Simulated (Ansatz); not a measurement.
The first iterations of a band of H₅InO₃S (10 atoms, charge 0, multiplicity 1).

These are results of Ansatz, RHF/def2-SVP, not measurements.

| Item | Value |
| --- | --- |
| movable images | 5 |
| climbing image | yes |
| spring | 50.0 eV/Å² |
| optimiser | quadratic models (default) |
| start path | through a guess of the saddle point |
| force threshold | 0.05 eV/Å |
| iteration limit | 60 |
| end points | relaxed |

First end point:

```xyz
10
Properties=species:S:1:pos:R:3
In 0.559 -0.224 -0.078
S 1.511 1.725 -1.160
O -0.190 -0.050 1.775
O 0.988 -2.069 -0.659
H -2.127 0.786 -0.872
O -1.735 0.045 -0.430
H 1.341 2.530 -0.106
H 0.106 -0.621 2.467
H 1.508 -2.215 -1.433
H -1.960 0.094 0.497
```

Last end point:

```xyz
10
Properties=species:S:1:pos:R:3
In -0.020 -0.678 0.187
S 0.746 1.823 -1.041
O 0.310 0.023 2.017
O 1.225 -2.024 -0.562
H -0.539 2.041 -1.339
O -1.839 -0.428 -0.586
H 0.703 2.443 0.143
H 1.005 -0.363 2.526
H 0.979 -2.477 -1.352
H -2.571 -0.360 0.007
```

| iteration | highest image above the first end (eV) | largest band force component (eV/Å) |
| --- | --- | --- |
| 1 | 2.287 | 2.938 |
| 2 | 1.728 | 2.354 |
| 3 | 1.477 | 2.056 |
| 4 | 1.392 | 1.484 |
| 5 | 1.352 | 1.182 |
| 6 | 1.468 | 3.038 |
| 7 | 1.300 | 0.516 |

**Question.** Does the band converge within its limit, and where does its top end?

**Answer.** The run converged. It ended after 23 iterations with the highest image 1.542 eV above the first end. Neighbouring images differ by up to 1.2 eV, so the band resolves the path poorly. Another band between the same ends (5 images) ends at a top of the same energy, where a vibrational analysis finds 1 clearly imaginary mode. The orbitals stay closed-shell, which can raise the energy where a bond breaks towards radicals; this wasn't checked here.

Run time: 4 min on 2 threads of Arm Neoverse V1, with other jobs on the host, peak memory 0.26 GiB.
